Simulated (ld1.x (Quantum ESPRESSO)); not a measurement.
**What the settings do to the RRKJ potential of copper**

Base potential:

- Element: copper
- Generator: ld1.x (Quantum ESPRESSO) 7.5
- Type: norm-conserving RRKJ (Kleinman–Bylander form)
- Functional: PBEsol
- Relativity: scalar-relativistic
- Frozen core: [Ar]
- Valence charge: 11
- Reference configuration: 3d9.5 4s0 4p0 (charge +1.5)
- Partial waves: 4s (bound, empty): rc 1.75 bohr; 4p (bound, empty): rc 1.70 bohr; 3d (bound): rc 1.60 bohr
- Local potential: all-electron potential smoothed inside 1.75 bohr (lloc = -1)
- Core correction: Bessel-smoothed model core inside 1.55 bohr

All-electron outer shells of the reference configuration (PBEsol, scalar-relativistic, ld1.x):

| shell | level (eV) | outermost node (bohr) | outermost maximum (bohr) |
| --- | --- | --- | --- |
| 3p | -88.54 | 0.26 | 0.62 |
| 3d | -21.16 | – | 0.60 |
| 4s | -16.72 | 0.88 | 2.03 |
| 4p | -10.49 | 0.96 | 2.54 |

Cutoffs, loose and tight: the cutoffs (Ry, on a coarse ladder) from which the occupation-weighted sum of valence levels, in a spherical-Bessel basis at the reference potential, stays within 10 and 1 mRy of its value at 400 Ry. They do not see the model core or the augmentation charge, which bear on the density cutoff. Test errors are all-electron minus pseudo excitation energies from the reference, over the configurations 3d10 4s1 4p0; 3d10 4s0 4p0; 3d9 4s0 4p0; 3d8 4s0 4p0; 3d9 4s1 4p0; 3d7 4s0 4p0; 3d10 4s0.5 4p0. A dash means not determined; rows that change the core or the reference have their own tests. The largest error is taken over the tests solved by every variant that gives reliable tests at all: 3d10 4s0 4p0; 3d7 4s0 4p0; 3d8 4s0 4p0; 3d9 4s0 4p0.

```tsv
change	outcome	cutoff, loose	cutoff, tight	bound ghosts	largest test error (meV)
base	generated	80 Ry	120 Ry	none	-654
core correction Bessel-smoothed model core inside 0.64 bohr	generated	80 Ry	120 Ry	none	-750
core correction Bessel-smoothed model core inside 0.76 bohr	generated	80 Ry	120 Ry	none	-750
core correction Bessel-smoothed model core inside 0.96 bohr	generated	80 Ry	120 Ry	none	-751
core correction Bessel-smoothed model core inside 1.16 bohr	generated	80 Ry	120 Ry	none	-744
core correction Bessel-smoothed model core inside 1.28 bohr	generated	80 Ry	120 Ry	none	-729
core correction Bessel-smoothed model core inside 1.44 bohr	generated	80 Ry	120 Ry	none	-692
core correction Bessel-smoothed model core inside 1.60 bohr	generated	80 Ry	120 Ry	none	-639
core correction Bessel-smoothed model core inside 1.80 bohr	generated	80 Ry	120 Ry	none	-550
core correction Bessel-smoothed model core inside 1.88 bohr	generated	80 Ry	120 Ry	none	-520
```

**Question.** What comes out with this change to the base: core correction none?

**Answer.** outcome: generated; cutoff, loose: 80 Ry; cutoff, tight: 120 Ry; bound ghosts: none; largest test error (meV): -250.
